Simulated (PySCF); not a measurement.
# La(40+): ionisation energy

La(40+) [Ne] 3s2 3p5 [3p1/2^2 3p3/2^3, M_J = 3/2] → La(41+) [Ne] 3s2 3p4 [3p1/2^2 3p3/2^2, M_J = 2], as a difference of total energies. Calculation: PySCF 2.14, in an uncontracted even-tempered set (19 s from 8.5 bohr⁻², ratio 2.4; 14 p from 11 bohr⁻², ratio 2.4; 4 d from 43 bohr⁻², ratio 2.6; 4 f from 64 bohr⁻², ratio 2.6); the two-component X2C-1e Hamiltonian. Correlated levels: 1s2 frozen; the 56 highest virtual spinors dropped. "Screened" scales the spin-orbit matrix elements by Boettger's factors to mimic the two-electron term; Breit and QED terms are absent.

| method | ionisation energy (eV) |
| --- | --- |
| GHF (spin-free) | 3066.9 |
| GMP2 (spin-free) | 3067.9 |
| GHF (screened spin-orbit) | 3037.9 |
| GMP2 (screened spin-orbit) | 3038.9 |

Breit and QED terms and the two-electron picture change are absent.

The spin-free rows relax to the high-spin LS determinant and lack the spin-orbit shift.

The labels give the starting determinants; with spin-orbit coupling the two ends relaxed to ⟨J²⟩ = 3.75, ⟨L²⟩ = 2.01, ⟨S²⟩ = 0.76 and ⟨J²⟩ = 6.00, ⟨L²⟩ = 3.16, ⟨S²⟩ = 1.44.

For comparison: 3036 ± 4 eV (theoretical estimate listed by NIST; NIST Atomic Spectra Database, ionization energies).
